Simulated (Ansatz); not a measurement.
Q: Name a neutral molecule of C, N, P, Si and H with HOMO–LUMO gap (B3LYP/def2-TZVPP) between 6.00 and 6.30 eV and size of the dipole moment (B3LYP/def2-TZVPP) between 0.80 and 1.10 D (Ansatz, PBE0-D4/def2-TZVP geometry).

A: `P[SiH]1CN1` (6.22 eV, 0.98 D). Other molecules can fit too; these were computed, each in one conformer that needn't be the lowest.

B3LYP here is the variant with VWN-RPA as its local correlation; programs differ in this.
